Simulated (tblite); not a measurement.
C7H10NO (charge +1).
Bonds: C1–O2, O2–C3, C3–C4 (aromatic), C4–C5 (aromatic), C5–N6 (aromatic), N6–C7, N6–C8 (aromatic), C8–C9 (aromatic), C3–C9 (aromatic). Hydrogens: H10, H11, H12 on C1; H13 on C4; H14 on C5; H15, H16, H17 on C7; H18 on C8; H19 on C9.

The geometry is computed with GFN2-xTB (gas phase).

(1) What internal coordinates does the optimisation give?

Answers

(1) 
```csv
bond,length (Å),order
C1–O2,1.421,single
O2–C3,1.308,single
"C3–C4, C3–C9",1.412,aromatic
"C4–C5, C8–C9",1.367,aromatic
"C5–N6, N6–C8",1.343,aromatic
N6–C7,1.446,single
"C1–H10, C1–H11, C1–H12",1.091,single
"C4–H13, C9–H19",1.078,single
"C5–H14, C8–H18",1.080,single
"C7–H15, C7–H16, C7–H17",1.089,single
```

Bonds in one row agree within 0.01 Å and their mean is given. Orders are formal, as drawn. A selection of angles:
```csv
angle,degrees
C1–O2–C3,120.9
O2–C3–C4,117.3
O2–C3–C9,126.1
C4–C3–C9,116.7
C3–C4–C5,120.2
C4–C5–N6,121.7
C5–N6–C7,120.2
C5–N6–C8,119.5
```

Torsions: C1–O2–C3–C4 180° (antiperiplanar). The mirror-image conformer, all signs reversed, is as good.

C5 (aromatic CH next to a ring nitrogen) is planar (angles 121.7°, 121.2° and 117.1°, sum 360.0°, 0.00 Å off the plane of its three neighbours). The 9 heavy atoms lie in one plane (0.006 Å rms). O2 (aryl ether oxygen) is bent (angle 120.9°). Of the pairs four or more bonds apart, C1···H19 is among the closest relative to their van der Waals radii: 2.62 Å, 90 % of the sum of Bondi's values. The 2 C–O bonds span 1.308 Å (O2–C3, drawn single) to 1.421 Å (C1–O2, drawn single), a spread of 0.113 Å. N6 (pyridinium-type nitrogen) is planar (angles 120.2°, 120.2° and 119.5°, sum 360.0°, 0.01 Å off the plane of its three neighbours). C4 (aromatic CH carbon) is planar (angles 120.9°, 120.2° and 118.9°, sum 360.0°, 0.00 Å off the plane of its three neighbours).

Point group: C1 (no symmetry element, even within 0.4 Å). GFN2-xTB frequencies show an imaginary mode (40i cm⁻¹), so the point is no minimum at that level.

The run took 0.16 s wall on one thread, Intel Xeon Platinum 8488C (x86_64), shared host. These figures are those of the optimisation.
